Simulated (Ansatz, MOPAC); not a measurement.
Spectroscopic constants of CoSb, multiplicity 5 (lowest of 2S+1 = 1, 3, 5, 7 at PBE0/def2-TZVPP; our sources give no spin for the ground state, which may be another). No spin–orbit coupling. Co is treated without relativity.

Constants: fifth-degree fit in 1/R to seven points, most abundant isotopes. In def2 and cc sets the state is the lowest found near the PBE0 minimum, followed along R.

Correlated levels freeze the inner cores; with def2 sets outer-core shells near the valence are correlated too. The state that PM7 reach isn't checked; PM7 holds dispersion and hydrogen-bond terms.

Programs: Ansatz (a quantum-chemistry and plane-wave program); MOPAC for PM7 (differences of heats of formation). Each number belongs to the level named beside it. In def2 rows elements past Kr take small-core potentials, without spin–orbit coupling.

What bond length and harmonic frequency does PM7 give?

r_e = 2.567 Å, ω_e = 413 cm⁻¹.

What bond length and harmonic frequency does PBE0/def2-TZVPP give?

r_e = 2.449 Å, ω_e = 236 cm⁻¹.

What bond length and harmonic frequency does B2PLYP/def2-TZVPP give?

r_e = 2.437 Å, ω_e = 237 cm⁻¹.
